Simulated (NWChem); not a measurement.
Species: C3H4F2O; SMILES CO/C(F)=C/F

```xyz
10

C      0.1816     2.2131     0.4318
O      0.5144     1.1494    -0.4788
C     -0.0251    -0.0412    -0.1814
F     -1.3690    -0.0563    -0.0979
C      0.6960    -1.1486    -0.0212
F      0.1089    -2.3477     0.1609
H      0.7108     3.0941     0.0673
H     -0.8961     2.4000     0.4338
H      0.5185     1.9659     1.4457
H      1.7770    -1.1591    -0.0590
```
Atoms are numbered in this order, from 1.

All runs: NWChem. Coordinates come from a B3LYP/6-31G* (spherical d) optimisation. Total energies of different functionals are on different scales.

```csv
level,energy (Ha),highest occupied level (eV),orbital gap (eV),dipole (D),relative time
PBE/def2-TZVP,-391.3312,-5.66,5.33,2.57,2
B3LYP/def2-TZVP,-391.7500,-6.80,7.18,2.73,1
TPSSh/def2-TZVP,-391.7467,-6.23,6.48,2.69,1
Hartree-Fock/def2-TZVP,-389.7777,-9.99,13.87,3.06,1
CAM-B3LYP/def2-TZVP,-391.6159,-8.41,10.17,2.80,20
BLYP/def2-TZVP,-391.6743,-5.56,5.30,2.60,1
```

The last column is a rough cost ratio, cheapest run = 1.
